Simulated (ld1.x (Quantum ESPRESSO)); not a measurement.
Transferability test, TM potential for chlorine

ld1.x (Quantum ESPRESSO) 7.5 input, shortened:

```
&input
   title='Cl', zed=17., rel=2, dft='PBE', iswitch=3,
   config='[Ne] 3s2 3p5 3d-2', rel_dist='average'
 /
 &inputp
   pseudotype=2, tm=.true., lloc=1,
   nlcc=.true.
 /
3
3S  1  0   2.00   0.00  1.05  1.05  0.0
3D  3  2  -2.00   0.45  1.20  1.20  0.0
3P  2  1   5.00   0.00  1.20  1.20  0.0
 &test
   configts(1)='3s2 3p5'
 /
```

Open shells are filled in proportion to 2j + 1 (rel_dist='average').

Energies are relative to the spin-unpolarised reference configuration 3s2 3p5; without spin polarisation the order of configurations can differ from experiment. The p channel is local and has no spin–orbit splitting in the pseudo-atom.

| valence configuration | charge | ΔE all-electron (eV) | error AE − PS (meV) |
| --- | --- | --- | --- |
| 3s2 3p4 | +1 | 13.876 | +4.8 |
| 3s2 3p3 | +2 | 39.323 | +29 |
| 3s2 3p1 | +4 | 129.874 | +219 |
| 3s2 3p5.3 | -0.3 | -2.138 | 0.0 |
| 3s1 3p5 | +1 | 26.584 | +6.4 |

(1) What are ΔE and the potential's error for 3s2 3p2?

(2) What are ΔE and the potential's error for 3s2 3p4.5?

Answers

(1) ΔE = 77.631 eV all-electron; the error (AE − PS) is +92 meV.

(2) ΔE = 5.583 eV all-electron; the error (AE − PS) is +1.0 meV.
